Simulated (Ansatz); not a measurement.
CH$_{6}$OSn (`O[CH2][SnH3]`), relaxed with RKS PBE-D4/def2-SVP in Ansatz from a rough embedded geometry. The force threshold is 0.03 eV/Å; the program also tests the step.

Total charge 0; spin multiplicity 1. Sn: def2 effective core potential.

Start:

```xyz
9

O     1.110   -0.425   -1.327
C     0.011   -0.781   -0.646
Sn   -0.243    0.598    0.958
H     0.903    0.384   -1.773
H     0.118   -1.802   -0.244
H    -0.882   -0.785   -1.306
H    -0.472    2.194    0.369
H    -1.715    0.104    1.905
H     1.170    0.513    2.064
```

Problem. How much energy does the relaxation release, and in how many steps? (Best estimate.)

Solution. Computed: 7.48 kcal/mol, in 5 steps.

Problem. Which bonds change most? (Estimate.)

Solution. The calculation gave: Sn3–H8 from 1.819 to 1.735 Å; C2–Sn3 from 2.131 to 2.214 Å; O1–C2 from 1.341 to 1.414 Å; Sn3–H9 from 1.796 to 1.729 Å.

Problem. Give the relaxed structure. (Best estimate.)

Solution. Computed: 
```xyz
9

O     1.153   -0.428   -1.423
C     0.010   -0.793   -0.674
Sn   -0.304    0.560    1.050
H     0.958    0.416   -1.871
H     0.189   -1.809   -0.269
H    -0.925   -0.842   -1.280
H    -0.433    2.168    0.405
H    -1.729    0.215    1.978
H     1.082    0.514    2.083
```
